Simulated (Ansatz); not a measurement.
Input for Ansatz (an electronic-structure program): U-PBE/cc-pV(T+d)Z on ClH3Si (SMILES [SiH3]Cl), a point of a bond scan (R = 2.273 Å). Files ending in .json are basis or fitting sets from the Basis Set Exchange.

Ansatz 0.2 input:
```yaml
crystal:
  periodic: [false, false, false]
  atoms:
    - {symbol: Si, position_ang: [-0.99093627, -0.03421151, -0.02690936]}
    - {symbol: Cl, position_ang: [1.27983361, 0.04418552, 0.03475451]}
    - {symbol: H, position_ang: [-1.39746449, -1.01152605, -1.05530163]}
    - {symbol: H, position_ang: [-1.49637032, 1.31045082, -0.36516845]}
    - {symbol: H, position_ang: [-1.48085708, -0.44995851, 1.30167319]}
basis:
  gaussian:
    orbitals: cc-pV_T+d_Z.json
hamiltonian:
  xc: {name: PBE}
magnetization: {spin_polarized: true, initial_magnetization: 0}
```

It printed:

```
WARN ansatz: RAYON_NUM_THREADS=1 ignored (pool sized by the plan → 1); use --threads N
Functional definition: PBE
integrals: 0.04 GiB planned
795 factors; their error is unknown
mean field: 0.38 GiB planned
mean field evaluation 1: about -20440.7236 eV, gradient 1.1e1 eV
mean field evaluation 2: about -20441.1905 eV, gradient 7.6e0 eV
mean field evaluation 4: about -20441.4506 eV, gradient 8.5e-1 eV
mean field evaluation 8: about -20441.4459 eV, gradient 4.7e-2 eV
mean field evaluation 16: about -20441.4459 eV, gradient 1.8e-5 eV
mean field -20441.44592100 eV, -751.2092818872 hartree, gradient 1.8e-5 eV, S^2 0.000000; 0 other end points of the search recorded, 0 dependent functions left out
reference -20441.44595580 eV, -751.2092831661 hartree; 17, 17 occupied and 103, 103 virtual orbitals, 795 factors
Total energy: -20441.44595580 eV, -751.2092831661 hartree
```

Self-consistency was reached.

Cost: roughly 1.4 core-seconds.
